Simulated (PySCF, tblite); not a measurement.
C₇H₆NP.
SMILES: `c1(C)c(nccp1)C#C`

Theory: B3LYP/def2-SVPD in PySCF (dipole) on a GFN2-xTB geometry, gas phase.

Masses are those of the commonest isotopes; rigid-rotor values at the optimised geometry. 

What are A, B and C (cm⁻¹)?

Ia = 202.73, Ib = 398.18, Ic = 597.79 u·Å²; 505379 MHz·u·Å²/I gives 2493, 1269 and 845.4 MHz, that is A = 0.08315, B = 0.04234, C = 0.02820 cm⁻¹.

Classify the top.

An asymmetric top: κ = (2 × 1269 − 2493 − 845.4)/(2493 − 845.4) = -0.49.

What does the inertial defect say?

Not planar: Δ = Ic − Ia − Ib = -3.11 u·Å². For a rigid frame Δ = −2 Σ m c², so Σ m c² = 1.55 u·Å² lies off the ab plane, practically all of it from hydrogen. The atom farthest from that plane is 0.88 Å away.

Give the other two planar moments, Paa and Pbb, and the rms extents of the mass along the axes.

Paa = Σ m a² = (Ib + Ic − Ia)/2 = 396.62 and Pbb = Σ m b² = (Ia + Ic − Ib)/2 = 201.17 u·Å². With the mass M = 135.02 u, the rms extents √(P/M) along a, b and c are 1.71, 1.22, 0.11 Å.

Give the coordinates in the principal-axis frame, origin at the centre of mass.

The sense of each axis is arbitrary; atoms in the order of the calculation.
```
atom  mass (u)   a (Å)   b (Å)   c (Å)
  C1    12.000  -3.354  -0.305   0.000
  C2    12.000  -2.155  -0.357   0.000
  C3    12.000  -0.732  -0.395   0.000
  N4    14.003  -0.201  -1.614   0.000
  C5    12.000   1.103  -1.785   0.000
  C6    12.000   2.066  -0.794   0.000
  P7    30.974   1.702   0.901   0.000
  C8    12.000  -0.040   0.821   0.000
  C9    12.000  -0.805   2.111   0.000
 H10     1.008  -4.403  -0.275   0.001
 H11     1.008   1.412  -2.826   0.001
 H12     1.008   3.111  -1.079   0.001
 H13     1.008  -1.447   2.174   0.880
 H14     1.008  -1.449   2.174  -0.877
 H15     1.008  -0.124   2.960  -0.001
```

Which types of transition are allowed, and where do some lines up to J = 3 fall?

The dipole components are |μa| = 0.25 D, |μb| = 1.14 D, |μc| = 0.00 D; the mirror of this Cs structure is the ab plane, so μc vanishes by symmetry and there are no c-type lines. The squared components, which scale the intensities, stand as 0.05 : 1.00 (a : b). Some lines, for components of 0.1 D or more:

```
type  branch         J(Ka,Kc)    MHz  lower level (cm⁻¹)
   a       Q  1(1,0) ← 1(1,1)    424               0.111
   a       Q  2(1,1) ← 2(1,2)   1271               0.238
   b       Q  1(1,0) ← 1(0,1)   1648               0.071
   a       R  1(0,1) ← 0(0,0)   2115               0.000
   b       Q  2(1,1) ← 2(0,2)   2164               0.209
   a       Q  3(1,2) ← 3(1,3)   2530               0.427
   b       R  2(0,2) ← 1(1,1)   2913               0.111
   b       Q  3(1,2) ← 3(0,3)   3078               0.409
   b       R  3(1,2) ← 2(2,1)   3243               0.403
   b       R  1(1,1) ← 0(0,0)   3338               0.000
   b       Q  2(2,0) ← 2(1,1)   3763               0.281
   a       R  2(1,2) ← 1(1,1)   3805               0.111
   a       R  2(1,1) ← 1(1,0)   4653               0.125
   b       R  3(0,3) ← 2(1,2)   5108               0.238
   b       Q  3(2,2) ← 3(1,3)   5631               0.427
   a       R  3(1,3) ← 2(1,2)   5656               0.238
   a       R  3(0,3) ← 2(0,2)   6000               0.209
   a       R  3(2,2) ← 2(2,1)   6344               0.403
   b       R  3(1,3) ← 2(0,2)   6548               0.209
   a       R  3(2,1) ← 2(2,0)   6688               0.406
   a       R  3(1,2) ← 2(1,1)   6914               0.281
   b       Q  3(3,1) ← 3(2,2)   7231               0.615
   b       R  2(2,1) ← 1(1,0)   8324               0.125
   b       R  3(2,2) ← 2(1,1)  10015               0.281
   b       R  3(2,1) ← 2(1,2)  11723               0.238
   b       R  3(3,1) ← 2(2,0)  13482               0.406
   b       R  3(3,0) ← 2(2,1)  13587               0.403
```

Estimate the classical rotational partition function at 25 K, 50 K and 100 K.

Point group Cs, symmetry number σ = 1; q = (√π/σ)·√((kT/h)³/(ABC)), k/h = 20836.6 MHz/K: 12900 at 25 K, 36400 at 50 K, 103000 at 100 K.

Its GFN2-xTB frequencies are all real (lowest 80 cm⁻¹). Zero-point vibration and centrifugal distortion are left out. A rigid rotor knows nothing of internal rotation, which can split or shift real lines. Quadrupole hyperfine structure (14N) is left out.
